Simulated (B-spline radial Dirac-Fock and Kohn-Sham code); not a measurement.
Electron momentum distribution of Hg⁶⁷⁺: Compton profiles

System: Hg⁶⁷⁺, configuration 1s2 2s2 2p6 3s2 3p1.

Calculated with an atomic code on a B-spline grid, using the impulse approximation on relativistic Hartree-Fock (Dirac-Fock) wave functions, averaged over the configuration. pz is in atomic units of momentum; subshell profiles are per electron, for a selection of subshells; open shells are spread over both j values by their weights.

```
  pz    J total   J 1s1/2   J 2s1/2   J 2p3/2   J 3p3/2
   0     0.3474   0.00912    0.0318    0.0175    0.0395
0.68     0.3461   0.00912    0.0318    0.0175    0.0395
   1     0.3446   0.00912    0.0317    0.0175    0.0395
 1.5     0.3412   0.00912    0.0315    0.0175    0.0395
 2.2     0.3344   0.00911    0.0312    0.0175    0.0394
 3.2     0.3210   0.00909    0.0305    0.0175    0.0391
 4.7     0.2953   0.00905    0.0290    0.0175    0.0378
 6.8     0.2552   0.00896    0.0263    0.0173    0.0335
  10     0.2022   0.00878    0.0211    0.0169    0.0228
  15     0.1510   0.00837    0.0129    0.0151   0.00778
  22     0.1036   0.00760   0.00504    0.0112   0.00226
  32    0.05480   0.00631   0.00124   0.00570   0.00194
  47    0.02288   0.00439  0.000810   0.00167  0.000711
  69   0.008533   0.00235  0.000587  0.000282  0.000117
 100   0.002853  0.000954  0.000232  3.46e-05  1.34e-05
 150  0.0007156  0.000266  5.66e-05  2.76e-06  1.01e-06
```

J(0) = 0.3474. The 3s1/2 subshell gives the largest part, 36 %.

Mean momentum ⟨p⟩ by subshell (a.u.): 1s1/2 87.0, 2s1/2 31.6, 2p1/2 41.3, 2p3/2 35.7, 3s1/2 17.7, 3p1/2 20.9, 3p3/2 19.3.
